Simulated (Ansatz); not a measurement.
Task: Predict a relaxed structure of TcO3(NH2) (TcNO3H2), charge 0, singlet, at PBE-D4/def2-SVP (Ansatz).

Result: 
```xyz
7

Tc    0.027    0.047    0.745
O     0.542   -1.454    1.345
O     1.156    1.239    1.157
O    -1.527    0.368    1.335
N    -0.080    0.020   -1.160
H     0.731    0.213   -1.757
H    -0.848   -0.433   -1.664
```
The metal has 4 neighbours: O 1.70 Å, O 1.69 Å, O 1.69 Å, N 1.91 Å. This is one stationary point.

In the def2 sets Tc takes a core potential; there is no spin–orbit coupling. The restricted singlet is unstable towards broken spin symmetry in Hartree–Fock (as tested in another run); at PBE-D4/def2-SVP this wasn't settled.
